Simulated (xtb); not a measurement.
Input file for xtb: GFN1-xTB on MgO (SMILES [O]=[Mg]).

```
$ xtb mol.xyz --gfn 1 --sp --chrg 0 --uhf 0
2

Mg     0.00000000     0.00000000    -0.86965829
O     -0.00000000    -0.00000000     0.86965829
```

Q: Predict the final total energy.

A: -5.3198 hartree.
